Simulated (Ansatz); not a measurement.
Cartesian coordinates in Å:
```
C -0.1970 -1.0258 -1.2050
O -0.9056 0.0847 -0.7319
C -0.5723 0.3996 0.6009
B 0.8269 1.0628 0.8065
Cl 1.3236 1.4838 2.4276
H -0.4296 -1.9281 -0.6208
H 0.8900 -0.8641 -1.1698
H -0.4923 -1.1890 -2.2416
H -0.6916 -0.4779 1.2610
H -1.3250 1.1185 0.9554
H 1.5729 1.3354 -0.0822
```

Charge 0, multiplicity 1.

Question: List the B3LYP/def2-TZVPP orbital energies in eV (Ansatz). (Best estimate.)

Answer: Ansatz gave: Occupied: -2762.77, -520.76, -278.06, -277.92, -257.53, -196.53, -196.45, -196.38, -185.01, -28.51, -23.11, -19.97, -17.75, -14.12, -13.52, -13.27, -12.43, -10.90, -10.88, -10.57, -9.67, -9.13, -8.55, -7.14. Lowest empty: -1.66, 0.86, 1.42, 1.61, 2.09, 2.43, 2.82, 3.18.

B3LYP here is the variant with VWN-RPA as its local correlation; programs differ in this.
